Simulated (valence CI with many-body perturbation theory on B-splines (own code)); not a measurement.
Ladder of approximations for Nb XXVII

Computed by valence CI with perturbative core correlation (CI+MBPT): five valence electrons over a frozen Dirac-Fock core [Ne], radial functions for each j: 9 s, 9 p, 8 d, 6 f, 3 g, 1 h, with the one-electron correlation potential Σ1 (screened to all orders), the two-electron term Σ2, the three-electron term Σ3, Breit, model QED; selected single and double excitations, second order for the rest (own B-spline code, finite nucleus).

No measured spectrum was set against this ion. As an estimate, large intervals hold to a few tenths of a per cent, small ones and those within an open d or f shell to about a per cent. Among the levels kept, up to 500 cm⁻¹ of a level comes from second order outside the variational space, and about a tenth of that is noise between levels of different J, which matters for small intervals.

Each rung adds one term. CI alone is the Dirac-Coulomb CI over the frozen core; QED comes last and gives the full result, which names the levels. Energies are above 3s2 3p3 4S°_3/2 on the same rung, in eV.

Names give the largest LS component (configuration and term), which can be under half, so a name can repeat, a term be missing and a line seem to break the LS rules; names also repeat where a configuration has a term twice. Letters in brackets count levels of one name in rising energy.

| Level | CI alone |
| --- | --- |
| 3s2 3p3 2D°_3/2 | 17.43 |
| 3s2 3p3 2D°_5/2 | 22.73 |
| 3s2 3p3 2P°_1/2 | 29.58 |
| 3s2 3p3 2P°_3/2 | 46.65 |
| 3s 3p4 4P_5/2 | 85.05 |
| 3s 3p4 4P_3/2 [a] | 95.04 |
| 3s 3p4 4P_1/2 | 97.61 |
| 3s 3p4 4P_3/2 [b] | 105.25 |
| 3s 3p4 2D_3/2 | 111.82 |
| 3s 3p4 2D_5/2 | 112.95 |
| 3s2 3p2 3d 4D_5/2 [a] | 115.39 |
| 3s2 3p2 3d 2P_3/2 [a] | 118.82 |
| 3s2 3p2 3d 4D_1/2 [a] | 119.84 |
| 3s2 3p2 3d 2F_5/2 | 122.74 |
| 3s2 3p2 3d 4F_7/2 | 125.88 |
| 3s2 3p2 3d 4D_7/2 | 127.49 |

**Question.** What do these energies become with core correlation, Breit and QED?

**Answer.** 3s2 3p3 2D°_3/2 17.24 (-0.192); 3s2 3p3 2D°_5/2 22.41 (-0.321); 3s2 3p3 2P°_1/2 29.28 (-0.298); 3s2 3p3 2P°_3/2 46.13 (-0.528); 3s 3p4 4P_5/2 84.60 (-0.449); 3s 3p4 4P_3/2 [a] 94.52 (-0.518); 3s 3p4 4P_1/2 97.08 (-0.532); 3s 3p4 4P_3/2 [b] 104.61 (-0.642); 3s 3p4 2D_3/2 111.06 (-0.758); 3s 3p4 2D_5/2 112.12 (-0.826); 3s2 3p2 3d 4D_5/2 [a] 114.50 (-0.896); 3s2 3p2 3d 2P_3/2 [a] 117.97 (-0.848); 3s2 3p2 3d 4D_1/2 [a] 119.02 (-0.817); 3s2 3p2 3d 2F_5/2 121.78 (-0.959); 3s2 3p2 3d 4F_7/2 124.82 (-1.062); 3s2 3p2 3d 4D_7/2 126.41 (-1.074).

**Question.** How does the ionisation energy move along the ladder, and which term matters most?

**Answer.** CI alone 1356.9, + Σ1 1357.7, + Σ2 1357.7, + Σ3 1357.4, + Breit 1356.8, + QED 1356.8 eV. The largest step is Σ1, 0.8 eV. NIST lists 1368 ± 5 eV (semi-empirical).
